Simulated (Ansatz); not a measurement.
Input for Ansatz (a quantum-chemistry and plane-wave program): U-B3LYP/def2-TZVPP on H3OSb (SMILES [OH][SbH2]), a point of a bond scan (R = 3.081 Å). Elements past Kr take the def2 small-core potentials; no spin–orbit coupling.

Ansatz 0.2 input:
```yaml
crystal:
  periodic: [false, false, false]
  atoms:
    - {symbol: Sb, position_ang: [-0.13991851, -0.18850357, 0.17284294]}
    - {symbol: H, position_ang: [-1.57925916, -0.00123820, -0.74909475]}
    - {symbol: H, position_ang: [0.34632779, -1.50101127, -0.82596986]}
    - {symbol: O, position_ang: [0.87678159, 1.17036346, -0.87102850]}
    - {symbol: H, position_ang: [2.40555292, 3.03487652, 1.04683067]}
basis:
  gaussian:
    orbitals: def2-TZVPP
hamiltonian:
  xc: {name: B3LYP}
magnetization: {spin_polarized: true, initial_magnetization: 0}
```

The head of its log:

```
WARN ansatz: RAYON_NUM_THREADS=1 ignored (pool sized by the plan → 1); use --threads N
Functional definition: B3LYP
integrals: 0.03 GiB planned
764 factors; their error is unknown
mean field: 0.44 GiB planned
mean field evaluation 1: about -8613.2150 eV, gradient 5.4e1 eV
mean field evaluation 2: about -8444.5761 eV, gradient 1.3e2 eV
```

Problem. Give the final energy of this run.

Solution. -317.2158 hartree. Its determinant has ⟨S²⟩ = 1.00, a mixture of spin states.
